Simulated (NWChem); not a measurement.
System: AlH2OCl; SMILES [OH][AlH][Cl]

The following NWChem deck was run.

```
start job
memory heap 200 mb stack 900 mb global 1100 mb
geometry units angstroms noautoz
  Al    -0.579326     0.608741     0.000000
  H     -2.143871     0.690281     0.000000
  Cl     0.418009    -1.244126     0.000000
  O      0.306567     2.049826     0.000000
  H      1.259132     2.154397     0.000000
end
basis spherical
  Al library 6-31g*
  H library 6-31g*
  Cl library 6-31g*
  O library 6-31g*
end
dft
  xc slater vwn_5
  iterations 150
  vectors input atomic output neutral.movecs
end
task dft energy
charge 1
dft
  odft
  mult 2
  vectors input atomic output cation.movecs
end
task dft energy
```

Output (shortened):

```
             Northwest Computational Chemistry Package (NWChem) 7.3.0
             --------------------------------------------------------

 CS  symmetry detected

                             Geometry "geometry" -> ""
                             -------------------------

 Output coordinates in angstroms (scale by  1.889725989 to convert to a.u.)

  No.       Tag          Charge          X              Y              Z
 ---- ---------------- ---------- -------------- -------------- --------------
    1 Al                  13.0000    -0.53569306     0.54116144     0.00000000
    2 H                    1.0000    -2.07228572     0.84666566     0.00000000
    3 Cl                  17.0000     0.18505271    -1.43578539     0.00000000
    4 O                    8.0000     0.54807707     1.83999733     0.00000000
    5 H                    1.0000     1.50578286     1.80660854     0.00000000

 Effective nuclear repulsion energy (a.u.)     128.6457541870

      Symmetry information
      --------------------

 Group name             Cs
 Group number              2
 Group order               2
 No. of unique centers     5

                                 NWChem DFT Module
                                 -----------------

 Summary of "ao basis" -> "ao basis" (spherical)
 ------------------------------------------------------------------------------
       Tag                 Description            Shells   Functions and Types
 ---------------- ------------------------------  ------  ---------------------
 Al                          6-31g*                  8       18   4s3p1d
 H                           6-31g*                  2        2   2s
 Cl                          6-31g*                  8       18   4s3p1d
 O                           6-31g*                  6       14   3s2p1d

      Symmetry analysis of basis
      --------------------------

        a'         40
        a"         14

            General Information
            -------------------
          SCF calculation type: DFT
          Wavefunction type:  closed shell.
          No. of atoms     :     5
          No. of electrons :    40
           Alpha electrons :    20
            Beta electrons :    20
          Charge           :     0
          Spin multiplicity:     1
          Use of symmetry is: on ; symmetry adaption is: on
          Maximum number of iterations: 150
          AO basis - number of functions:    54
                     number of shells:    26
          Convergence on energy requested:  1.00D-06
          Convergence on density requested:  1.00D-05
          Convergence on gradient requested:  5.00D-04

              XC Information
              --------------
                        Slater Exchange Functional  1.000 local
                      VWN V Correlation Functional  1.000 local

             Grid Information
             ----------------
          Grid used for XC integration:  medium
          Radial quadrature: Mura-Knowles
          Angular quadrature: Lebedev.
          Tag              B.-S. Rad. Rad. Pts. Rad. Cut. Ang. Pts.
          ---              ---------- --------- --------- ---------
          Al                  1.25       88           8.0       590
          H                   0.35       45          10.0       434
          Cl                  1.00       88          10.0       590
          O                   0.60       49           9.0       434
          Grid pruning is: on
          Number of quadrature shells:   315
          Spatial weights used:  Erf1

      Superposition of Atomic Density Guess
      -------------------------------------

 Sum of atomic energies:        -777.06005073

      Non-variational initial energy
      ------------------------------

 Total energy =    -777.524665
 1-e energy   =   -1331.489643
 2-e energy   =     425.319224
 HOMO         =      -0.421298
 LUMO         =       0.005589

      Symmetry analysis of molecular orbitals - initial
      -------------------------------------------------

  Numbering of irreducible representations:

     1 a'          2 a"

  Orbital symmetries:

     1 a'          2 a'          3 a'          4 a'          5 a'
     6 a'          7 a"          8 a'          9 a'         10 a'
    11 a"         12 a'         13 a'         14 a'         15 a'
    16 a'         17 a"         18 a'         19 a"         20 a'
    21 a'         22 a"         23 a'         24 a'         25 a'
    26 a'         27 a"         28 a'         29 a'         30 a'

   convergence    iter        energy       DeltaE   RMS-Dens  Diis-err
 ---------------- ----- ----------------- --------- --------- ---------
 d= 0,ls=0.0,diis     1   -775.9452078799 -9.05D+02  3.24D-02  9.17D-01
 d= 0,ls=0.0,diis     2   -775.4774814092  4.68D-01  2.49D-02  4.99D+00
 d= 0,ls=0.0,diis     3   -776.0165197508 -5.39D-01  7.51D-03  1.32D-01
 d= 0,ls=0.0,diis     4   -776.0268142208 -1.03D-02  3.81D-03  3.79D-02
 d= 0,ls=0.0,diis     5   -776.0330716482 -6.26D-03  4.29D-04  6.38D-04
  Resetting Diis
 d= 0,ls=0.0,diis     6   -776.0331573274 -8.57D-05  8.10D-05  3.37D-05
 d= 0,ls=0.0,diis     7   -776.0331612581 -3.93D-06  5.24D-05  2.49D-06
 d= 0,ls=0.0,diis     8   -776.0331604875  7.71D-07  3.17D-05  1.05D-05
 d= 0,ls=0.0,diis     9   -776.0331615509 -1.06D-06  7.42D-06  2.47D-07
 d= 0,ls=0.0,diis    10   -776.0331615818 -3.09D-08  1.27D-06  5.34D-09

         Total DFT energy =     -776.033161581785
      One electron energy =    -1333.893459595006
           Coulomb energy =      482.401659806974
    Exchange-Corr. energy =      -53.187115980742
 Nuclear repulsion energy =      128.645754186988

 Numeric. integr. density =       40.000005863996

                  Occupations of the irreducible representations
                  ----------------------------------------------

                     irrep           alpha         beta
                     --------     --------     --------
                     a'               16.0         16.0
                     a"                4.0          4.0

                       DFT Final Molecular Orbital Analysis
                       ------------------------------------

 Vector   18  Occ=2.000000D+00  E=-2.963443D-01  Symmetry=a'
              MO Center= -2.7D-01,  6.4D-01, -1.3D-15, r^2= 3.9D+00
   Bfn.  Coefficient  Atom+Function         Bfn.  Coefficient  Atom+Function
  ----- ------------  ---------------      ----- ------------  ---------------
    42      0.363441  4 O  py                28      0.307057  3 Cl py
    46      0.265015  4 O  py                27     -0.253010  3 Cl px
    20     -0.240887  2 H  s                 19     -0.178168  2 H  s
    44      0.170032  4 O  s                  6     -0.157453  1 Al s
     8     -0.145759  1 Al py                31     -0.137152  3 Cl px

 Vector   19  Occ=2.000000D+00  E=-2.836698D-01  Symmetry=a"
              MO Center=  4.0D-01,  7.6D-01,  6.1D-15, r^2= 3.1D+00
   Bfn.  Coefficient  Atom+Function         Bfn.  Coefficient  Atom+Function
  ----- ------------  ---------------      ----- ------------  ---------------
    43      0.512418  4 O  pz                29     -0.409822  3 Cl pz
    47      0.387921  4 O  pz                33     -0.247766  3 Cl pz
    25      0.162716  3 Cl pz                 9      0.064658  1 Al pz
    15      0.064459  1 Al d -1              13      0.051177  1 Al pz
     5     -0.030363  1 Al pz

 Vector   20  Occ=2.000000D+00  E=-2.807039D-01  Symmetry=a'
              MO Center=  7.5D-02, -3.8D-01,  2.0D-15, r^2= 3.6D+00
   Bfn.  Coefficient  Atom+Function         Bfn.  Coefficient  Atom+Function
  ----- ------------  ---------------      ----- ------------  ---------------
    27      0.552408  3 Cl px                42      0.319820  4 O  py
    31      0.304440  3 Cl px                28      0.224980  3 Cl py
    46      0.220141  4 O  py                23     -0.217975  3 Cl px
    32      0.125419  3 Cl py                20      0.121685  2 H  s
     7     -0.104629  1 Al px                19      0.098901  2 H  s

 Vector   21  Occ=0.000000D+00  E=-5.946232D-02  Symmetry=a"
              MO Center= -5.4D-01,  5.2D-01, -5.8D-16, r^2= 3.8D+00
   Bfn.  Coefficient  Atom+Function         Bfn.  Coefficient  Atom+Function
  ----- ------------  ---------------      ----- ------------  ---------------
     9      0.610030  1 Al pz                13      0.549047  1 Al pz
    47     -0.235406  4 O  pz                43     -0.234007  4 O  pz
    29     -0.229891  3 Cl pz                33     -0.208305  3 Cl pz
     5     -0.196508  1 Al pz                25      0.086312  3 Cl pz
    17      0.047560  1 Al d  1              35      0.038249  3 Cl d -1

 Vector   22  Occ=0.000000D+00  E=-4.297940D-02  Symmetry=a'
              MO Center= -6.2D-02,  4.7D-01,  2.0D-15, r^2= 4.5D+00
   Bfn.  Coefficient  Atom+Function         Bfn.  Coefficient  Atom+Function
  ----- ------------  ---------------      ----- ------------  ---------------
    10      1.073741  1 Al s                 20     -0.462469  2 H  s
    44     -0.429190  4 O  s                 30     -0.399560  3 Cl s
    11      0.346279  1 Al px                 6      0.335626  1 Al s
    32     -0.314636  3 Cl py                28     -0.255498  3 Cl py
    26     -0.195298  3 Cl s                 42      0.174721  4 O  py

 Vector   23  Occ=0.000000D+00  E= 1.180548D-02  Symmetry=a'
              MO Center= -5.1D-01,  6.4D-01, -6.3D-16, r^2= 6.3D+00
   Bfn.  Coefficient  Atom+Function         Bfn.  Coefficient  Atom+Function
  ----- ------------  ---------------      ----- ------------  ---------------
    12      0.958544  1 Al py                44     -0.585777  4 O  s
    30      0.511854  3 Cl s                 54      0.364571  5 H  s
     8      0.345990  1 Al py                10     -0.305058  1 Al s
    11      0.283975  1 Al px                31     -0.215634  3 Cl px
    20      0.209151  2 H  s                 27     -0.190941  3 Cl px

     Multipole analysis of the density
     ---------------------------------

     L   x y z        total         alpha         beta         nuclear
     -   - - -        -----         -----         ----         -------
     0   0 0 0     -0.000000    -20.000000    -20.000000     40.000000

     1   1 0 0      0.334808      0.167404      0.167404     -0.000000
     1   0 1 0      0.346490      0.173245      0.173245      0.000000
     1   0 0 1     -0.000000     -0.000000     -0.000000      0.000000

     2   2 0 0    -21.182666    -34.298890    -34.298890     47.415115
     2   1 1 0      1.852641     -0.409302     -0.409302      2.671244
     2   1 0 1     -0.000000     -0.000000     -0.000000      0.000000
     2   0 2 0    -26.780814   -138.230668   -138.230668    249.680522
     2   0 1 1      0.000000      0.000000      0.000000      0.000000
     2   0 0 2    -21.699540    -10.849770    -10.849770      0.000000

                                 NWChem DFT Module
                                 -----------------

      Symmetry analysis of basis
      --------------------------

        a'         40
        a"         14

            General Information
            -------------------
          SCF calculation type: DFT
          Wavefunction type:  spin polarized.
          No. of atoms     :     5
          No. of electrons :    39
           Alpha electrons :    20
            Beta electrons :    19
          Charge           :     1
          Spin multiplicity:     2
          Use of symmetry is: on ; symmetry adaption is: on
          Maximum number of iterations: 150
          AO basis - number of functions:    54
                     number of shells:    26
          Convergence on energy requested:  1.00D-06
          Convergence on density requested:  1.00D-05
          Convergence on gradient requested:  5.00D-04

              XC Information
              --------------
                        Slater Exchange Functional  1.000 local
                      VWN V Correlation Functional  1.000 local

             Grid Information
             ----------------
          Grid used for XC integration:  medium
          Radial quadrature: Mura-Knowles
          Angular quadrature: Lebedev.
          Tag              B.-S. Rad. Rad. Pts. Rad. Cut. Ang. Pts.
          ---              ---------- --------- --------- ---------
          Al                  1.25       88           8.0       590
          H                   0.35       45          10.0       434
          Cl                  1.00       88          10.0       590
          O                   0.60       49           9.0       434
          Grid pruning is: on
          Number of quadrature shells:   315
          Spatial weights used:  Erf1

      Superposition of Atomic Density Guess
      -------------------------------------

 Sum of atomic energies:        -777.06005073

 Renormalizing density from      40.00 to     39

      Non-variational initial energy
      ------------------------------

 Total energy =    -765.237560
 1-e energy   =   -1298.202402
 2-e energy   =     404.319087
 HOMO         =      -0.698393
 LUMO         =      -0.273042

   Symmetry analysis of molecular orbitals - initial alpha
   -------------------------------------------------------

  Numbering of irreducible representations:

     1 a'          2 a"

  Orbital symmetries:

     1 a'          2 a'          3 a'          4 a'          5 a'
     6 a'          7 a"          8 a'          9 a'         10 a'
    11 a"         12 a'         13 a'         14 a'         15 a'
    16 a'         17 a"         18 a'         19 a"         20 a'
    21 a'         22 a"         23 a'         24 a'         25 a'
    26 a'         27 a"         28 a'         29 a'         30 a'

   Symmetry analysis of molecular orbitals - initial beta
   ------------------------------------------------------

  Numbering of irreducible representations:

     1 a'          2 a"

  Orbital symmetries:

     1 a'          2 a'          3 a'          4 a'          5 a'
     6 a'          7 a"          8 a'          9 a'         10 a'
    11 a"         12 a'         13 a'         14 a'         15 a'
    16 a'         17 a"         18 a'         19 a"         20 a'
    21 a'         22 a"         23 a'         24 a'         25 a'
    26 a'         27 a"         28 a'         29 a'         30 a'

[...]
```

Level: LDA (Slater exchange, VWN5)/6-31G* (spherical d), vertical spin-unrestricted ions. Coordinates come from a PBE0/def2-SVP optimisation.
